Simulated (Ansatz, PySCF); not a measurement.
Reaction (SMILES): C[C-]=O → [CH-]=CO
Each molecule is optimised on its own at B3LYP-D3(BJ)/def2-TZVP (Ansatz, an electronic-structure program), one conformer each, not searched for the lowest. High T1 diagnostic, so coupled cluster is less sure: C[C-]=O.

Wanted: isomerisation energy (enthalpy at 298 K, with B3LYP-D3(BJ) rigid-rotor harmonic-oscillator terms from PySCF), in kJ/mol. Cores are frozen in the correlated levels unless marked. Spin-orbit coupling is left out. No relativistic terms. Anions need diffuse functions: aug- sets have them; def2-D sets add few; the other sets have none. Basis-set limits of correlation are two-point, X^-3; Hartree-Fock from the larger set. The bracket is a focal-point correction in the basis named.

RI-MP2/CBS(aug-cc-pVTZ,aug-cc-pVQZ)+[CCSD(T)-MP2]/aug-cc-pVTZ (Ansatz) gives 54.3 kJ/mol.

Task: Another calculation gave 55.1 kJ/mol. Which level was it?
A) r2SCAN/def2-TZVPD (Ansatz)
B) B97M-V/def2-TZVPD (Ansatz)
C) SVWN5/def2-TZVPD (Ansatz)

Result: A, r2SCAN/def2-TZVPD (Ansatz). The others give 67.9 (B97M-V), 42.0 (SVWN5) kJ/mol.
